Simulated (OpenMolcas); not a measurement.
Pr3+ among 6 point charges of -1 e arranged as a trigonal antiprism (D3d), with a polar angle of 49.8° against the regular 54.74°.

- Program: OpenMolcas
- Method: CASSCF
- Basis: ANO-RCC-VDZP [7s6p4d2f1g]
- Scalar Hamiltonian: DKH2, point nucleus
- Active space: 2 electrons in 7 orbitals (4f)
- State averaging: 2S+1 = 3 even, 21 roots; 2S+1 = 1 even, 27 roots kept (CI in the orbitals of an earlier block)
- Spin-orbit coupling: RASSI with atomic mean-field integrals over the reference wave functions

All point charges move together. At R = 2.22 Å the width of the lowest J multiplet is 828 cm-1, and at R = 2.58 Å it is 497 cm-1.

Question: A third run gives 567 cm-1. What distance was it run at?

Answer: With a power law R^-n the two known points give n = -ln(497 / 828) / ln(2.58 / 2.22) = 3.40. Then R = 2.22 × (828 / 567)^(1/3.40) = 2.482 Å. The run was at 2.48 Å, so the estimate is off by +0.002 Å.

Point charges carry no covalency, so the field is a model and not that of real ligands. No measured value stands beside these numbers.
